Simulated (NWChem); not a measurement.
Molecule: InP2H5O; SMILES [PH2][In]([OH])[PH2]

```xyz
9

In     0.1871    -0.0008     0.0030
O      2.1865    -0.1749     0.0492
H      2.6588     0.6641     0.0852
P     -0.8951    -2.2595     0.0959
H      0.0345    -2.7777    -0.8587
H     -1.8645    -1.9150    -0.8981
P     -0.8124     2.3103     0.0962
H     -1.8885     1.9417    -0.7704
H      0.0117     2.7622    -0.9829
```
Atoms are numbered in this order, from 1.

Computed with NWChem. Geometry: optimised at PBE0/def2-SVP. Not confirmed as a minimum by frequencies. def2 effective core potentials on In; no spin-orbit coupling. Level PBE/def2-SVP: energy and gradient on several grids; changes count from the extra-fine grid, which is no exact limit either.

```csv
grid,size of the energy change (μHa),largest change of a gradient component (μHa/bohr),"time, medium = 1 (rough)"
xcoarse,2000,6000,about 1
coarse,200,600,about 1
medium,10,80,about 1
fine,< 10,< 30,about 1
xfine,< 10,< 30,2
```
